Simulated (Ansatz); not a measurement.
Relaxation of H$_{6}$O$_{5}$W (12 atoms, charge 0, multiplicity 1), to a largest force component of 0.02 eV/Å in at most 40 steps.

Computed with RKS PBE/def2-SVP in Ansatz 0.2.0.

```xyz
12
Properties=species:S:1:pos:R:3:forces:R:3
W 0.000 0.000 0.000 -0.77 -0.37 -1.85
O 0.000 0.000 1.940 -1.30 -0.58 0.09
H -0.909 -0.281 2.277 1.48 0.47 0.09
H 1.720 0.000 0.000 1.07 0.08 0.59
O 0.000 1.940 0.000 -0.56 0.24 -1.38
H -0.634 2.277 -0.710 0.85 -0.11 1.10
O -1.940 0.000 0.000 -1.37 -0.06 2.24
H -2.277 -0.126 0.944 -0.30 0.15 -1.58
O 0.000 -1.940 0.000 0.98 -0.10 1.42
H 0.382 -2.277 0.872 -0.48 0.13 -1.32
O 0.000 0.000 -1.940 1.19 1.20 0.52
H 0.528 0.792 -2.277 -0.79 -1.05 0.09
```

Question: Where does it end, and by what steps?

Answer: The run converged. After 38 steps the energy has fallen by 1.534 eV; H12 moved furthest, 1.56 Å.

```csv
step,energy less start (eV),largest force component (eV/Å),accepted
0,0.0000,2.239,yes
2,-0.9545,0.838,yes
4,-1.1949,0.696,yes
6,-1.2567,0.358,yes
8,-1.2829,0.384,yes
10,-1.3103,0.417,yes
12,-1.3357,0.422,yes
14,-1.3630,0.340,yes
16,-1.3932,0.589,yes
18,-1.4292,0.787,yes
20,-1.4696,0.359,yes
22,-1.4965,0.310,yes
24,-1.5099,0.124,yes
26,-1.5212,0.345,yes
28,-1.5286,0.049,yes
30,-1.5311,0.038,yes
32,-1.5332,0.039,yes
34,-1.5337,0.027,yes
36,-1.5339,0.067,yes
38,-1.5341,0.016,yes
```

```xyz
12
Properties=species:S:1:pos:R:3
W 0.038 -0.152 0.090
O -0.725 -0.456 1.801
H -1.658 -0.539 2.060
H 1.676 0.146 0.535
O 0.428 1.754 0.165
H -0.416 2.187 -0.103
O -1.813 0.624 -0.309
H -2.289 1.031 0.439
O 0.846 -1.878 0.105
H 1.764 -2.137 0.292
O -0.099 -0.319 -1.791
H -0.883 0.124 -2.178
```

Whether the end is a true minimum wasn't checked by a vibrational analysis.

The run took 74 s on 4 threads of Arm Neoverse V1 (shared host), peak memory 0.19 GiB.
